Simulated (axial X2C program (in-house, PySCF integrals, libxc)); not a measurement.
**FeF: from the spin-free to the two-component result**

All values were computed with an axial X2C code built on PySCF integrals. Spin-free means the one-electron spin-free X2C Hamiltonian; two-component (2c) means X2C with spin–orbit coupling and atomic mean-field two-electron Coulomb and Gaunt terms, so the difference of the two also holds small scalar two-electron terms. Basis: Fe dyall-cv3z [9s10p6d3f2g], F dyall-av3z [7s6p3d2f] (cores contracted in-house); Gaussian nuclei, density fitting, unrestricted open shells. Masses: Fe 55.935 u, F 18.998 u.

Spin-free state: M_S = 5/2, Λ = 2 (beyond evenly filled blocks: 2 × σα, π+α, π-α, δ+α, δ+β, δ-α); fragments Fe + F.

| level | Re (Å) | ωe (cm⁻¹) | De (eV) | μ (D) |
| --- | --- | --- | --- | --- |
| PBE0 | 1.776 | 659.6 | 4.575 | -2.19 |
| HF | 1.812 | 651.2 | 3.452 | -2.85 |
| MP2 | 1.797 | 643.6 | 5.062 | n/a |
| CCSD | 1.792 | 656.9 | 4.517 | n/a |
| CCSD(T) | 1.791 | 654.6 | n/a | n/a |
| BHandHLYP | 1.788 | 659.0 | 4.057 | -2.66 |

Correlated methods: 15 electrons correlated (number of frozen shells: Fe 3 s, 2 p; F 1 s), 249 virtual spin orbitals or spinors in MP2, 90 natural virtuals in coupled cluster.

Dipoles are positive if F is the positive end.

Two-component determinant lowest at the distance of the search:

Ω = 9/2 (⟨Sz⟩ = 2.50, ⟨Lz⟩ = 2.00 at HF); fragments Fe + F.

```json
{"level": "PBE0", "Re (Å)": "1.777", "ωe (cm⁻¹)": "659.2", "μ (D)": "-2.20"}
{"level": "HF", "Re (Å)": "1.813", "ωe (cm⁻¹)": "650.8", "μ (D)": "-2.85"}
{"level": "MP2", "Re (Å)": "1.798", "ωe (cm⁻¹)": "643.1", "μ (D)": "n/a"}
{"level": "CCSD", "Re (Å)": "1.792", "ωe (cm⁻¹)": "655.9", "μ (D)": "n/a"}
{"level": "CCSD(T)", "Re (Å)": "1.792", "ωe (cm⁻¹)": "653.7", "μ (D)": "n/a"}
{"level": "BHandHLYP", "Re (Å)": "1.789", "ωe (cm⁻¹)": "658.6", "μ (D)": "-2.66"}
```

Task: From the two tables, how do the constants change at the CCSD(T) level (2c against spin-free)?

Result: At the CCSD(T) level Re is unchanged within 0.001 Å and ωe goes down by 0.9 cm⁻¹.

One determinant describes the state; a PBE0 search over occupations chose it and may have missed a lower one. Dissociation energies refer to the lowest single-determinant-based atoms at the same level and basis. De is not given where an atomic determinant may have missed its ground term or J level, or where the truncated virtual space spoils (T). Density functionals use the spin component along the axis (collinear). CCSD and (T) use frozen natural virtuals with an MP2 correction for the truncation; (T) itself is uncorrected, so its De runs slightly low. PBE0 can misorder states that lie within some tenths of an eV, so this need not be the ground state of the molecule. The nearest other spin-free determinant of the search, M_S = 5/2, Λ = 1, lies 0.34 eV up at the distance of the search. The functionals have no current-density term, which raises determinants with orbital currents, atoms included. With several unpaired electrons one determinant need not be a pure state. A state of lower Ω lies just above, and one determinant can place such states too high, so the state shown need not be the lowest. The search has Ω = 1/2 only 0.09 eV up.
